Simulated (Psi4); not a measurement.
C4H5, doublet (typed; the unrestricted solution is spin-contaminated), geometry from GFN2-xTB; CCSD(T)/STO-3G run with Psi4 1.11.

Here is a job for Psi4.
```
memory 2 GB

molecule mol {
0 2
C    -0.004878   -0.077144    0.263949
C     0.198556   -0.718365   -0.916368
C    -0.063830    0.736041   -0.991915
C    -0.103072   -0.069384    1.602210
H     0.400798   -1.598282   -1.472232
H     0.748833    1.416627   -1.231052
H    -1.023224    1.090278   -1.359183
H     0.022160   -0.973491    2.172999
H    -0.309221    0.837978    2.142213
}

set {
  basis sto-3g
  reference uhf
  freeze_core true
  mp2_type conv
  scf_type pk
  puream true
  d_convergence 1e-8
}

energy('ccsd(t)')
print_variables()
```

It wrote (shortened):

```
   => Loading Basis Set <=

    Name: STO-3G
    Role: ORBITAL
    Keyword: BASIS

         ---------------------------------------------------------
                                   SCF
               by Justin Turney, Rob Parrish, Andy Simmonett
                          and Daniel G. A. Smith
                              UHF Reference
         ---------------------------------------------------------

  ==> Geometry <==

    Molecular point group: c1
    Full point group: C1

    Geometry (in Angstrom), charge = 0, multiplicity = 2:

       Center              X                  Y                   Z               Mass
    ------------   -----------------  -----------------  -----------------  -----------------
         C           -0.007883345145    -0.062681763170     0.268676929834    12.000000000000
         C            0.195550654855    -0.703902763170    -0.911640070166    12.000000000000
         C           -0.066835345145     0.750503236830    -0.987187070166    12.000000000000
         C           -0.106077345145    -0.054921763170     1.606937929834    12.000000000000
         H            0.397792654855    -1.583819763170    -1.467504070166     1.007825032230
         H            0.745827654855     1.431089236830    -1.226324070166     1.007825032230
         H           -1.026229345145     1.104740236830    -1.354455070166     1.007825032230
         H            0.019154654855    -0.959028763170     2.177726929834     1.007825032230
         H           -0.312226345145     0.852440236830     2.146940929834     1.007825032230

  Running in c1 symmetry.

  Rotational constants: A =      0.75620  B =      0.23867  C =      0.18807 [cm^-1]
  Rotational constants: A =  22670.23530  B =   7155.26384  C =   5638.22841 [MHz]
  Nuclear repulsion =  102.595053952676693

  Charge       = 0
  Multiplicity = 2
  Electrons    = 29
  Nalpha       = 15
  Nbeta        = 14

  ==> Algorithm <==

  SCF Algorithm Type is PK.
  DIIS enabled.
  MOM disabled.
  Fractional occupation disabled.
  Guess Type is SAD.
  Energy threshold   = 1.00e-08
  Density threshold  = 1.00e-08
  Integral threshold = 1.00e-12

  ==> Primary Basis <==

  Basis Set: STO-3G
    Blend: STO-3G
    Number of shells: 17
    Number of basis functions: 25
    Number of Cartesian functions: 25
    Spherical Harmonics?: true
    Max angular momentum: 1

  ==> Integral Setup <==

  Using in-core PK algorithm.
   Calculation information:
      Number of atoms:                   9
      Number of AO shells:              17
      Number of primitives:             51
      Number of atomic orbitals:        25
      Number of basis functions:        25

      Integral cutoff                 1.00e-12
      Number of threads:                 1

  Performing in-core PK
  Using 105950 doubles for integral storage.
  We computed 11469 shell quartets total.
  Whereas there are 11781 unique shell quartets.

  ==> DiskJK: Disk-Based J/K Matrices <==

    J tasked:                  Yes
    K tasked:                  Yes
    wK tasked:                  No
    Schwarz Cutoff:          1E-12

  Minimum eigenvalue in the overlap matrix is 1.9872520775E-01.
  Reciprocal condition number of the overlap matrix is 7.8872708796E-02.
    Using symmetric orthogonalization.

  ==> Pre-Iterations <==

  SCF Guess: Superposition of Atomic Densities via on-the-fly atomic UHF (no occupation information).

   -------------------------
    Irrep   Nso     Nmo
   -------------------------
     A         25      25
   -------------------------
    Total      25      25
   -------------------------

  ==> Iterations <==

                        Total Energy        Delta E     RMS |[F,P]|

   @UHF iter SAD:  -149.55865214857050   -1.49559e+02   0.00000e+00
   @UHF iter   1:  -152.33311494782780   -2.77446e+00   5.74878e-03 DIIS/ADIIS
   @UHF iter   2:  -152.36076215972983   -2.76472e-02   3.11215e-03 DIIS/ADIIS
   @UHF iter   3:  -152.37185518390123   -1.10930e-02   2.10112e-03 DIIS/ADIIS
[...]
  @UHF Final Energy:  -152.38274778165751
    Total Energy =                       -152.3827477816575140
[...]
              7   2         0.0130810081
              5   0         0.0127570747
              9   0        -0.0117076784
              8   3         0.0083756186
              2   3        -0.0066433597
              1   4        -0.0059820218
              8   9         0.0058578847
              0   3        -0.0055733847

    Largest TIJAB Amplitudes:
     10   7   1   0        -0.0177679955
      8   4   9   0        -0.0131713554
     10   7   5   0         0.0119794144
     10   7   3   0         0.0111420759
     10   4   8   0        -0.0097243230
     10   9   2   0        -0.0095380440
     10   4   5   0        -0.0093061528
      9   5   6   1         0.0092244205
     10   7   4   0         0.0089888158
     10   4   7   0        -0.0089219141

    Largest Tijab Amplitudes:
      9   7   2   0         0.0143947758
      9   8   2   0        -0.0123384313
      9   4  10   1        -0.0122237683
      9   7   9   0        -0.0115394776
      9   4   6   0         0.0106342989
      9   7   2   1        -0.0099064542
      9   7   4   0        -0.0096483047
      9   6   2   1        -0.0093140269
      7   5   2   0        -0.0089543931
      8   5   7   2         0.0089082500

    Largest TIjAb Amplitudes:
     10   9   0   0         0.1593355175
      8   9   0   1        -0.1071307038
      9   8   1   2        -0.0676891128
     10   5   0   0         0.0583522933
      8   9   0   0        -0.0535827895
      5   9   0   1        -0.0489077456
      5   5   6   7        -0.0462404435
      8   5   0   1        -0.0378293988
      7   7   1   2        -0.0333224021
      3   3   2   3        -0.0253001960

    SCF energy       (wfn)                    = -152.382747781657514
    Reference energy (file100)                = -152.382747781657685

    Opposite-spin MP2 correlation energy      =   -0.152509861886765
    Same-spin MP2 correlation energy          =   -0.029167478575222
    Singles MP2 correlation energy            =   -0.000000000000000
    MP2 correlation energy                    =   -0.181677340461987
      * MP2 total energy                      = -152.564425122119673

    Opposite-spin CCSD correlation energy     =   -0.224641349783000
    Same-spin CCSD correlation energy         =   -0.026431429336675
    Singles CCSD correlation energy           =   -0.000000000000000
    CCSD correlation energy                   =   -0.251072779119675
      * CCSD total energy                     = -152.633820560777366

            **************************
            *                        *
            *        CCTRIPLES       *
            *                        *
            **************************

    Wave function   =    CCSD_T
    Reference wfn   =      UHF

    Nuclear Rep. energy (wfn)                =  102.595053952676693
    SCF energy          (wfn)                = -152.382747781657514
    Reference energy    (file100)            = -152.382747781657685
    CCSD energy         (file100)            =   -0.251072779119675
    Total CCSD energy   (file100)            = -152.633820560777366

    Number of ijk index combinations:
    Spin Case AAA:                                 165
    Spin Case BBB:                                 120
    Spin Case AAB:                                 550
    Spin Case ABB:                                 495
    AAA (T) energy                             =   -0.000040708154284
    BBB (T) energy                             =   -0.000053664080982
    AAB (T) energy                             =   -0.001458949574314
    ABB (T) energy                             =   -0.001533442215811
    (T) energy                                   =   -0.003086764025391
      * CCSD(T) total energy                     = -152.636907324802763

  Variable Map:
  ----------------------------------------------------------------------------
[...]
  Array Variable Map:
  ----------------------------------------------------------------------------
[...]
[...]
```
